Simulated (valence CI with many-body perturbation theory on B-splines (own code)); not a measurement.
Results of a calculation; reference values are marked as such.
**Pd²³⁺ in three bases**

Method: relativistic CI+MBPT: five valence electrons over a frozen Dirac-Fock core [Ar], a basis of 7 s, 7 p, 8 d, 6 f, 4 g, 1 h functions for each j, with the one-electron correlation potential Σ1, the two-electron term Σ2, the three-electron term Σ3, Breit, model QED; selected CI, second order for the rest, scaled by the run's own slope (own B-spline code, finite nucleus).

No measured spectrum was set against this ion. As an estimate, terms of the open shell hold to 2 to 4 % of their energy, and close levels can change places. Among the levels kept, up to 560 cm⁻¹ of a level comes from second order outside the variational space, and about a tenth of that is noise between levels of different J, which matters for small intervals. Only levels of the ground parity were solved; by the run's estimate the other parity begins above the list, which can be wrong where configurations are misplaced.

The reference run has the lowest level 3d5 6S_5/2 and an ionisation energy of 1144.39 eV. Its largest variational space holds 20344 state functions.

Names give the largest LS component (configuration and term), which can be under half, so a name can repeat, a term be missing and a line seem to break the LS rules; names also repeat where a configuration has a term twice. Letters in brackets count levels of one name in rising energy.

Changed runs:
A. basis 6 s, 6 p, 5 d, 5 f, 1 g
B. basis 5 s, 5 p, 4 d, 4 f

Excitation energies of the reference run in cm⁻¹, and shifts in cm⁻¹:

```
                 Level  Reference      A      B
        3d5 4G_5/2 [a]      86219   +570  +1589
            3d5 4G_7/2     110574   +465  +1534
           3d5 4G_11/2     113943   +437  +1460
            3d5 4P_3/2     114586   +507  +1515
        3d5 4G_5/2 [b]     118030   +441  +1403
            3d5 4G_9/2     120018   +409  +1452
            3d5 4P_1/2     128895   +509  +1451
            3d5 4D_7/2     145667   +431  +1722
            3d5 4D_5/2     154289   +575  +1865
            3d5 4D_1/2     165423   +427  +1639
           3d5 2I_11/2     166317   +583  +1851
            3d5 4D_3/2     169662   +508  +1649
Ionisation energy (eV)    1144.39  -0.08  -0.09
```
